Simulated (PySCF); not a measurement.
An unknown shows these calculated signals:

¹H NMR (400 MHz, computed): δ 8.88 (t, J = 1.7 Hz, 1H), 8.51 (dd, J = 14.2, 1.9 Hz, 1H), 8.05 (dd, J = 14.2, 9.7 Hz, 1H), 7.69 (dd, J = 13.1, 1.5 Hz, 1H), 7.45 (dd, J = 13.1, 9.7 Hz, 1H), 6.34 (br, 1H), 3.40 (s, 1H).

¹³C{¹H} NMR (computed): δ 168.9 (CH), 165.0 (CH), 155.3 (CH), 147.8 (C), 147.5 (CH), 142.2 (CH), 91.6 (C), 88.5 (CH).

- structure optimised with PBE0-D3(BJ)/def2-SVP
- couplings computed with B3LYP/pcJ-1 (spin–dipole term only in couplings to heteroatoms)
- shieldings: GIAO PBE0/pcSseg-1
- run in PySCF 2.14.0 with density-fitted response routines
- gas phase, no relativistic terms, a single conformation

Scale: ¹H and ¹³C against TMS (reference shieldings calculated alike).

Which of these does the molecule contain: a non-aromatic C=C double bond, an N-methyl group, a Si–CH3 group, a C≡C triple bond, a benzene ring?

Results:


- A non-aromatic C=C double bond: yes.
- An N-methyl group: no.
- A Si–CH3 group: no.
- A C≡C triple bond: yes (δC 88.5, 91.6; δH 3.40 (s)).
- A benzene ring: no.

The data belong to SMILES C(#C)C1=CBC=CC=C1, C$_{8}$H$_{7}$B; they needn't prove each group on their own.

Carbon signals by region: 2 in the far downfield region (above 160 ppm), 4 in the sp2 and nitrile region (100–160 ppm), 2 at 50–100 ppm. Above 160 ppm: 168.9, alkene CH, 165.0, alkene CH.

Hydrogens on boron are broadened and split by ¹¹B (spin 3/2, 80 %) and 10B (spin 3). A carbon bonded to boron is broadened by the quadrupolar boron nucleus and is often missing from a measured spectrum. Multiplet labels drop couplings under 1 Hz and merge nearly equal ones. Unscaled 3J(H,H) at this level run about 10 % above measured values. Shifts are as computed. Against solution values, carbons near 30 ppm lie about +2 ppm off and those near 130 ppm about +5 ppm. Of 1313 compounds with measured shifts, 239 miss one by over three times the rms of a fit or turn the order of signals round; such compounds aren't used in these exercises.
